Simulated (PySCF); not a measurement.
This PySCF input asks for the NMR shieldings of `[CH3][Al@@H-]1[CH2]CC[N+]1(C)C`, C6H16AlN; the geometry comes from GFN2-xTB.

```python
import basis_set_exchange as bse
import numpy as np
from pyscf import gto, dft
from pyscf.prop import nmr

atoms = """
C     1.736463    2.167757   -0.013656
Al    1.114290    0.456743    0.801717
C     1.583481   -1.428938    0.230596
C     0.304192   -2.065151   -0.343400
C    -0.912316   -1.333470    0.218821
N    -0.788358    0.110477    0.023444
C    -0.825693    0.462793   -1.385820
C    -1.835429    0.810421    0.746176
H     2.648380    2.475167    0.511208
H     1.038954    3.003843    0.112949
H     2.000435    2.145256   -1.077081
H     0.690378    0.488590    2.311657
H     2.423010   -1.650623   -0.438358
H     1.831077   -1.962550    1.163497
H     0.300543   -2.006196   -1.433241
H     0.218888   -3.124515   -0.083132
H    -0.935593   -1.502939    1.299214
H    -1.848451   -1.707032   -0.220647
H     0.080416    0.102503   -1.869912
H    -1.702766    0.037702   -1.886224
H    -0.848855    1.546590   -1.483123
H    -1.685880    1.884429    0.642856
H    -2.832592    0.547951    0.376203
H    -1.766308    0.560957    1.803815
"""
names = dict.fromkeys(["C", "Al", "N", "H"], "pcSseg-1")
basis = {el: gto.basis.parse(bse.get_basis(n, elements=[el], fmt="nwchem")) for el, n in names.items()}
mol = gto.M(atom=atoms, basis=basis, charge=0, verbose=0)
mf = dft.RKS(mol, xc="PBE0")
mf.grids.level = 2
mf.grids.alignment = dft.numint.BLKSIZE   # the property module wants whole blocks of grid points
mf.conv_tol = 1e-9
mf.kernel()

calc = nmr.RKS(mf)   # GIAO
C = mf.mo_coeff
Co = C[:, mf.mo_occ > 0]
resp = mf.gen_response(singlet=True, hermi=2)
def vind(x):   # induced exchange potential for any number of trial vectors
    d = np.einsum("pi,xij,qj->xpq", C, 2 * x.reshape(-1, C.shape[1], Co.shape[1]), Co, optimize=True)
    return np.einsum("xpq,pi,qj->xij", resp(d - d.transpose(0, 2, 1)), C, Co, optimize=True).ravel()
mo1, _ = nmr.rhf.solve_mo1(calc, with_cphf=vind)
sigma = calc.kernel(mo1)
for i, s in enumerate(sigma):   # ppm
    w = np.linalg.eigvalsh((s + s.T) / 2)
    print("%2d %-2s iso %8.1f  s11 %8.1f  s22 %8.1f  s33 %8.1f" % (i, mol.atom_pure_symbol(i), w.mean(), *w))
```

Q: What are the results?

A: 
```
 0 C  iso    199.5  s11    194.4  s22    200.0  s33    204.0
 1 Al iso    382.7  s11    362.3  s22    377.8  s33    407.9
 2 C  iso    181.9  s11    166.9  s22    179.6  s33    199.1
 3 C  iso    158.7  s11    140.7  s22    163.1  s33    172.3
 4 C  iso    123.0  s11     90.9  s22    120.4  s33    157.8
 5 N  iso    220.7  s11    199.0  s22    220.8  s33    242.4
 6 C  iso    144.4  s11    116.6  s22    135.7  s33    180.8
 7 C  iso    138.5  s11    109.5  s22    121.7  s33    184.3
 8 H  iso     32.2  s11     27.8  s22     28.4  s33     40.6
 9 H  iso     32.2  s11     27.4  s22     30.6  s33     38.7
10 H  iso     32.3  s11     27.8  s22     30.2  s33     38.8
11 H  iso     27.7  s11     24.7  s22     25.9  s33     32.4
12 H  iso     31.3  s11     26.7  s22     28.3  s33     39.0
13 H  iso     31.1  s11     26.7  s22     28.2  s33     38.4
14 H  iso     30.1  s11     25.9  s22     28.9  s33     35.5
15 H  iso     29.6  s11     23.8  s22     27.7  s33     37.2
16 H  iso     28.9  s11     24.7  s22     27.9  s33     34.1
17 H  iso     29.5  s11     24.6  s22     28.7  s33     35.2
18 H  iso     28.9  s11     25.0  s22     27.3  s33     34.3
19 H  iso     30.1  s11     26.2  s22     27.0  s33     37.0
20 H  iso     29.4  s11     25.0  s22     28.1  s33     35.2
21 H  iso     29.1  s11     24.2  s22     27.3  s33     35.7
22 H  iso     29.5  s11     25.7  s22     26.5  s33     36.3
23 H  iso     28.9  s11     24.4  s22     26.7  s33     35.5
```

These numbers come from an equivalent density-fitted implementation of the same equations, which agrees with the script to about 0.01 ppm for H and up to a few tenths of a ppm for heavy atoms, so last digits may differ.

Size and cost of the density-fitted run: 223 basis functions, 46 s wall time on 1 thread of an Arm Neoverse V1, shared host.
